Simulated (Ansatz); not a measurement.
Reaction (hydrogenolysis of a P–O bond): `OPN[SiH3]` + H₂ → `[SiH3]NP` + H₂O

Isolated molecules relaxed with PBE0-D4/def2-TZVP in Ansatz; ΔE leaves out vibrations. CBS: MP2 limit from def2 TZ/QZ plus the TZ coupled-cluster correction, frozen cores. This one scheme is used for every species. One conformer a species, not always the lowest.

`OPN[SiH3]`:

Cartesian coordinates in Å:
```
O -0.502 2.344 0.162
P -1.149 0.901 -0.324
N 0.170 -0.124 -0.582
Si 0.567 -1.477 0.426
H -0.652 2.475 1.101
H -1.296 1.327 -1.670
H 0.851 0.166 -1.272
H 0.844 -2.678 -0.405
H -0.605 -1.711 1.304
H 1.773 -1.224 1.262
```

H₂:

Cartesian coordinates in Å:
```
H -0.230 -0.206 0.209
H 0.230 0.206 -0.209
```

`[SiH3]NP`:

```xyz
9

Si    0.047   -1.173   -0.022
N     0.607    0.399   -0.462
P    -0.064    1.888    0.026
H     0.085   -1.352    1.454
H     0.931   -2.174   -0.676
H    -1.359   -1.375   -0.464
H     1.406    0.492   -1.067
H    -0.208    1.658    1.425
H    -1.447    1.636   -0.215
```

H₂O:

Z-matrix (Å, degrees):
```
O
H 1 0.960
H 1 0.960 2 105.1
```

| species | HF/CBS(def2) energy (Eh) |
| --- | --- |
| `OPN[SiH3]` | -762.63972 |
| H₂ | -1.13356 |
| `[SiH3]NP` | -687.70777 |
| H₂O | -76.06721 |

Question: Work out ΔE.

Answer: ΔE = (-687.70777) + (-76.06721) − (-762.63972) − (-1.13356) = -0.00170 Eh = -4.5 kJ/mol. CCSD(T)/CBS gives +5.3 kJ/mol.

Largest T1 diagnostic among the species: 0.013.

In def2-TZVPP, CCSD(T) changes the Hartree–Fock value by +9.3 kJ/mol (the triples alone add +4.2 kJ/mol) and MP2 by +13.8 kJ/mol. From r2SCAN to r2SCAN0 (25 % exact exchange), in def2-TZVPP and without D4, ΔE moves by −5.5 kJ/mol. Leaving LDA and LC-ωPBE aside and taking each functional with its dispersion term where it has one, the values, not all of them listed here, spread over 10.6 kJ/mol, from PBE-QIDH to BLYP-D4. LDA lies +5.0 kJ/mol from PBE without D4.
